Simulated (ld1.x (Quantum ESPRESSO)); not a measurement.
**Pseudopotential generation for scandium (Sc): TM, BP86, scalar-relativistic.**

* Element: scandium
* Generator: ld1.x (Quantum ESPRESSO) 7.5
* Type: norm-conserving Troullier–Martins (Kleinman–Bylander form)
* Functional: BP86
* Relativity: scalar-relativistic
* Frozen core: [Ne]
* Valence charge: 11
* Reference configuration: 3s2 3p6 3d0 4s0 4p0 (charge +3)
* Partial waves: 3p (bound): rc 1.45 bohr; 3d (bound, empty): rc 1.60 bohr; 3s (bound): rc 1.50 bohr
* Local potential: the s channel
* Core correction: none

All-electron outer shells of the reference configuration (BP86, scalar-relativistic, ld1.x):

```json
{"shell": "2p", "level (eV)": "-421.65", "outermost node (bohr)": "–", "outermost maximum (bohr)": "0.23"}
{"shell": "3s", "level (eV)": "-86.50", "outermost node (bohr)": "0.42", "outermost maximum (bohr)": "0.92"}
{"shell": "3p", "level (eV)": "-64.67", "outermost node (bohr)": "0.39", "outermost maximum (bohr)": "0.96"}
{"shell": "3d", "level (eV)": "-32.32", "outermost node (bohr)": "–", "outermost maximum (bohr)": "1.01"}
{"shell": "4s", "level (eV)": "-24.48", "outermost node (bohr)": "1.27", "outermost maximum (bohr)": "2.47"}
{"shell": "4p", "level (eV)": "-19.38", "outermost node (bohr)": "1.37", "outermost maximum (bohr)": "2.84"}
```

(1) Estimate the cutoffs (Ry, on a coarse ladder) from which the occupation-weighted sum of valence levels, in a spherical-Bessel basis at the reference potential, stays within 10 and 1 mRy of its value at 400 Ry.

(2) What does a ghost test show?

(3) Which valence shell sets the plane-wave cutoff?

(4) Tests: 3s2 3p6 3d1 4s2 4p0; 3s2 3p6 3d1 4s1 4p0; 3s2 3p6 3d1 4s0 4p0; 3s2 3p6 3d2 4s0 4p0; 3s2 3p6 3d1 4s0 4p1; 3s1 3p6 3d1 4s2 4p0; 3s2 3p6 3d1.5 4s1.5 4p0. Which has the largest error in its energy relative to the reference configuration, and how large is it?

## Answers

(1) 55 Ry and 80 Ry.

(2) No extra level below or beside the all-electron valence levels (p, d, s, f tested).

(3) 3s: its level needs 70 Ry to come within 1 mRy, against 40 Ry for 3p.

(4) 3s1 3p6 3d1 4s2 4p0, with +1036 meV (all-electron minus pseudo) on +17.28 eV.
